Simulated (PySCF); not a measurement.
CF3, charge +1. Atoms are numbered in the order given.

```xyz
4

C      0.0000     0.0000     0.0000
F      1.2357     0.0000     0.0000
F     -0.6178     1.0701     0.0000
F     -0.6178    -1.0701     0.0000
```
Charge +1, spin multiplicity 1.

Coordinates come from a B3LYP-D3(BJ)/def2-TZVP optimisation.

Computed with PySCF with B3LYP-D3(BJ)/def2-TZVP.

Harmonic, unscaled wavenumbers; measured fundamentals usually lie a few per cent lower.

Modes within 1.5 cm⁻¹ of each other (mostly degenerate sets) share a row, with their intensities summed.

```json
[
 {"mode": "1–2", "ν (cm⁻¹)": "587", "IR (km/mol)": "23.9", "moving atoms (share of kinetic energy)": "F 91 %, C 9 %"},
 {"mode": "3", "ν (cm⁻¹)": "798", "IR (km/mol)": "62.7", "moving atoms (share of kinetic energy)": "C 83 %, F 17 %"},
 {"mode": "4", "ν (cm⁻¹)": "1048", "IR (km/mol)": "0.0", "moving atoms (share of kinetic energy)": "F 100 %"},
 {"mode": "5–6", "ν (cm⁻¹)": "1660", "IR (km/mol)": "876.1", "moving atoms (share of kinetic energy)": "C 74 %, F 26 %"}
]
```
